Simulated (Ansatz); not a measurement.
Consider the cleavage of the Si–Si bond: `N[SiH2][SiH2][SeH]` + H₂S → `S[SiH2][SeH]` + `N[SiH3]`.

Computed with Ansatz on PBE0-D4/def2-TZVP structures; ΔE is electronic, products minus reactants. CCSD(T)/CBS adds triple-zeta CCSD(T) − MP2 to the extrapolated MP2 energy (def2 sets, frozen cores). This one scheme is used for every species. Functionals use def2-TZVPP. B3LYP here is the variant with VWN-RPA as its local correlation; programs differ in this. For Se outer-core shells are correlated without core-valence functions, which leaves a few kJ/mol of doubt a bond. Scalar relativity is left out up to krypton. One conformer a species, not always the lowest.

```json
{"level": "PBE-D4", "ΔE (kJ/mol)": "-43.9", "difference from CCSD(T)/CBS": "10.9"}
{"level": "r2SCAN-D4", "ΔE (kJ/mol)": "-53.4", "difference from CCSD(T)/CBS": "1.4"}
{"level": "B3LYP-D4", "ΔE (kJ/mol)": "-51.5", "difference from CCSD(T)/CBS": "3.3"}
{"level": "PBE", "ΔE (kJ/mol)": "-47.5", "difference from CCSD(T)/CBS": "7.3"}
{"level": "r2SCAN", "ΔE (kJ/mol)": "-54.7", "difference from CCSD(T)/CBS": "0.1"}
{"level": "PBE0", "ΔE (kJ/mol)": "-50.8", "difference from CCSD(T)/CBS": "4.0"}
{"level": "B3LYP", "ΔE (kJ/mol)": "-56.9", "difference from CCSD(T)/CBS": "-2.1"}
{"level": "CCSD/def2-TZVPP", "ΔE (kJ/mol)": "-54.1", "difference from CCSD(T)/CBS": "0.7"}
{"level": "CCSD(T)/def2-TZVPP", "ΔE (kJ/mol)": "-53.0", "difference from CCSD(T)/CBS": "1.8"}
{"level": "CCSD/CBS(def2)", "ΔE (kJ/mol)": "-55.8", "difference from CCSD(T)/CBS": "-1.0"}
{"level": "CCSD(T)/CBS", "ΔE (kJ/mol)": "-54.8", "difference from CCSD(T)/CBS": "0"}
```

Largest T1 diagnostic among the species: 0.010.

In def2-TZVPP, CCSD(T) changes the Hartree–Fock value by +14.1 kJ/mol (the triples alone add +1.0 kJ/mol) and MP2 by +5.2 kJ/mol. The D4 term adds +5.4 kJ/mol with B3LYP and +3.4 kJ/mol with PBE0; it sums over pairs of atoms, weighted by their polarisabilities, and B3LYP, whose exchange is more repulsive, gets the larger term. From PBE to PBE0 (25 % exact exchange), in def2-TZVPP and without D4, ΔE moves by −3.3 kJ/mol.
